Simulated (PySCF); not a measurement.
Estimate the missing entries of this data sheet.

Species: C5H10N2.
SMILES: `N(=C/C=N\C(C)C)/[H]`

Conformer (atom-mapped SMILES and torsion angles): `[H]/[N:7]=[CH:6]\[CH:5]=[N:4]/[CH:2]([CH3:1])[CH3:3]`: C1–C2–N4–C5 -87°, N4–C5–C6–N7 176°.

| property | level | value |
| --- | --- | --- |
| point group of the GFN2-xTB geometry | GFN2-xTB | ? |
| rotational constants A, B, C of the GFN2-xTB geometry | GFN2-xTB | ? |
| dipole moment | PBE0/def2-SVPD | 1.02 D |
| HOMO energy | PBE0/def2-SVPD | -7.09 eV |
| LUMO energy | PBE0/def2-SVPD | -1.92 eV |
| lowest singlet excitation | TDDFT PBE0/def2-SVPD | ? |
| strongest line among the 8 lowest singlet transitions | TDDFT PBE0/def2-SVPD | S3 at 6.04 eV (205 nm, f = 0.353) |
| lowest triplet excitation (Tamm–Dancoff) | TDA PBE0/def2-SVPD | 2.73 eV |
| static isotropic polarisability | PBE0/def2-SVPD | 80.0 au |
| electronic spatial extent ⟨r²⟩ about the centre of nuclear charge | PBE0/def2-SVPD | 1007 bohr² |

Electronic properties: PySCF, gas phase, density fitting.

(1) The rotational constants A, B, C of the GFN2-xTB geometry?

(2) What is the lowest singlet excitation?

(3) Give the point group of the GFN2-xTB geometry.

## Answers

(1) 6.093, 1.348, 1.234 GHz.

(2) 3.43 eV (362 nm, f = 0.002).

(3) C1.

No computed singlet falls in the visible range (750 to 380 nm, 1.65 to 3.26 eV); S1 lies 0.17 eV above its blue end. The dipole matches unit charges of opposite sign 0.21 Å apart (1 e·Å = 4.8032 D). With B = h/(8π²I), that is 505.379 GHz u Å² over I, the principal moments of inertia are 82.9, 374.8 and 409.7 u Å² (most abundant isotopes). The vertical singlet–triplet gap S1 − T1 is 0.70 eV (TDDFT singlet less Tamm–Dancoff triplet; S1: HOMO→LUMO, weight 0.99; T1: HOMO→LUMO, weight 0.96).

One conformer stands for the species.
